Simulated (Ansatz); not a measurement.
Species: SiN, charge 0, multiplicity 2. 
Structure (B3LYP-D3(BJ)/def2-TZVP (Ansatz, an electronic-structure program) minimum search):
```
N
Si 1 1.5675
```
Charge 0, spin multiplicity 2.

Basis-set convergence of Hartree-Fock and MP2 correlation energies (hartree) with Ansatz. Correlated levels leave the core frozen unless marked. Open shells are spin-unrestricted. No spin-orbit coupling. Non-relativistic.

The UHF reference is spin-contaminated (<S^2> 0.42 over the pure value in the largest basis). The T1 diagnostic of CCSD in the largest basis is 0.079, which is high, so the coupled-cluster rows are less sure than usual.

```csv
basis,functions,E(HF),"E(corr, MP2)"
aug-cc-pV(D+d)Z,55,-343.28233,-0.20885
aug-cc-pV(T+d)Z,101,-343.30567,-0.25091
aug-cc-pV(Q+d)Z,169,-343.31143,-0.26618
```

Extrapolating the two largest sets (X = 3 and 4) as X^-3: E(corr) = (64·(-0.26618) - 27·(-0.25091))/37 = -0.2773 Eh, an estimate of the basis-set limit. The largest set recovers 96.0 % of it, the smallest 75.3 %.
